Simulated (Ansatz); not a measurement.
Worked example: KH + In(SH)3 → KSH + InH(SH)2

Species: KH, singlet; In(SH)3, singlet; KSH `[SH][K]`, singlet; InH(SH)2, singlet. The partners trade H for SH: K–H and In–SH bonds give way to K–SH and In–H.

Shapes, held fixed at every level: PBE0-D4/def2-TZVP. Flexible molecules stand in one conformer, not always the lowest. Programs: Ansatz 0.2.0. The zero-point and thermal change to 298 K, harmonic and unscaled (PBE0-D4/def2-TZVP), is +3.7 kJ/mol.

At CCSD(T)/def2-TZVPP; 1 Eh = 2625.50 kJ/mol:

| species | energy (Eh) |
| --- | --- |
| KH | -599.887822 |
| In(SH)3 | -1384.598454 |
| KSH | -997.707983 |
| InH(SH)2 | -986.814894 |

Question: Work out ΔH(298 K) of the reaction at this level.

Answer: 
1. Products less reactants: (-997.707983) + (-986.814894) − [(-599.887822) + (-1384.598454)] = -0.036601 Eh = -96.1 kJ/mol.
2. With the thermal change: -96.1 + (+3.7) = -92.4 kJ/mol.

Other levels give -95.9 (CCSD/def2-TZVPP) to -79.0 kJ/mol (CCSD(T)/def2-SVP). No measured value is set beside it here. For atoms past krypton def2 sets carry core potentials with scalar relativity. Outer-core shells of In, K are correlated, in sets that cover them unevenly.
